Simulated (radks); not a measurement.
The numbers below are computed, except where a source is named.
Question: The antimony ion Sb2+, configuration [Kr] 4d10 5s2 5p1. Code: a radial shooting solver on a logarithmic mesh with Libxc functionals. Model: Dirac Kohn-Sham, B86b exchange with PBE correlation, spin-unpolarised, spherical densities, finite nucleus; open shells fill j = l - 1/2 first; Fermi nuclear charge, rms radius 4.6802 fm. Some entries of the table are withheld. Estimate them.

| orbital | occ. | eigenvalue (eV) | <1/r> (bohr^-1) |
|---|---|---|---|
| 1s1/2 | 2 | (1) | (2) |
| 2s1/2 | 2 | -4625.708 | 12.63 |
| 2p1/2 | 2 | -4328.771 | 12.61 |
| 2p3/2 | 4 | -4076.896 | 11.70 |
| 3s1/2 | 2 | (3) | 4.477 |
| 3p1/2 | 2 | -800.3263 | 4.386 |
| 3p3/2 | 4 | -753.8500 | 4.164 |
| 3d3/2 | 4 | -539.4884 | 4.013 |
| 3d5/2 | 6 | -529.8306 | 3.955 |
| 4s1/2 | 2 | -167.0126 | 1.770 |
| 4p1/2 | 2 | -125.9573 | 1.655 |
| 4p3/2 | 4 | -117.3659 | 1.584 |
| 4d3/2 | 4 | (4) | 1.309 |
| 4d5/2 | 6 | (5) | 1.291 |
| 5s1/2 | 2 | -29.3291 | 0.6203 |
| 5p1/2 | 1 | -20.6191 | 0.5246 |
| 5p3/2 | 0 | -19.7460 | 0.5053 |

Answer: 
(1) 1s1/2 eigenvalue (eV): -30305.10
(2) 1s1/2 <1/r> (bohr^-1): 54.33
(3) 3s1/2 eigenvalue (eV): -921.7254
(4) 4d3/2 eigenvalue (eV): -52.4311
(5) 4d5/2 eigenvalue (eV): -51.1810
